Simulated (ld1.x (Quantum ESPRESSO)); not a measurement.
# What one change does to a pseudopotential (nitrogen (N), PAW)

- Element: N
- Generator: ld1.x (Quantum ESPRESSO) 7.5
- Type: PAW
- Functional: PBE
- Relativity: scalar-relativistic
- Frozen core: [He]
- Valence charge: 5
- Reference configuration: 2s2 2p3
- Partial waves: 2s (bound): rcut 0.55, rcutus 0.70 bohr; 2s channel at 0.65 Ry: rcut 0.55, rcutus 0.70 bohr; 2p (bound): rcut 1.55, rcutus 2.00 bohr; 2p channel at 0.4 Ry: rcut 1.55, rcutus 2.00 bohr; 3d channel at -0.15 Ry: rcut 1.70, rcutus 2.10 bohr; 3d channel at 1.75 Ry: rcut 1.70, rcutus 2.10 bohr
- Local potential: all-electron potential smoothed inside 1.15 bohr (lloc = -1)
- Core correction: a·sin(br)/r model core, default radius (ld1.x builds one for every PAW set, though the input has nlcc=.false.)
- Augmentation charge: PSQ, inside the norm-conserving radii

Change: local potential all-electron potential smoothed inside 2.18 bohr (lloc = -1).

Cutoffs: the cutoffs (Ry, on a coarse ladder) from which the occupation-weighted sum of valence levels, in a spherical-Bessel basis at the reference potential, stays within 10 and 1 mRy of its value at 400 Ry; they do not see the model core or the augmentation charge, which bear on the density cutoff. Errors are all-electron minus pseudo energies relative to the spin-unpolarised reference configuration.

**Question.** How do hardness, ghosts and transferability respond?

**Answer.** The potential gets neither clearly harder nor softer (80 Ry and 90 Ry → 70 Ry and 90 Ry); both files keep a bound ghost (s); of the 7 tests that both files solve, the error grows in 6 and shrinks in 0 by more than 15 % and 0.3 meV (median size 49.9 → 146.8 meV). The local part now departs from the all-electron potential out to 2.18 bohr, far beyond the s radius of 0.70 bohr, and whatever the projectors do not describe feels it: the likely cause.

```csv
quantity,base,changed
"cutoff, loose",80 Ry,70 Ry
"cutoff, tight",90 Ry,90 Ry
loose cutoff by channel (10 mRy a level),"s 40 Ry, p 15 Ry","s 70 Ry, p 15 Ry"
bound ghosts,s,s
"error for 2s2 2p2, meV [ΔE 13.59 eV]",-68,-147
"error for 2s2 2p1, meV [ΔE 42.45 eV]",-178,-304
"error for 2s2 2p0, meV [ΔE 89.53 eV]",-50,-670
"error for 2s0 2p5, meV [ΔE 23.04 eV]",-2.0,-1.9
"error for 2s1 2p3, meV [ΔE 25.37 eV]",-50,-90
"error for 2s1 2p0, meV [ΔE 167.35 eV]",-53,-647
"error for 2s2 2p3.3, meV [ΔE -1.62 eV]",-4.5,-14
lowest overlap eigenvalue by channel,"s 0.79, p 0.82, d 0.57","s 0.99, p 0.81, d 0.98"
```

 A true bound ghost makes a file unfit for plane-wave use even where its test errors are small: the radial tests pick states by their node count and pass the ghost by.
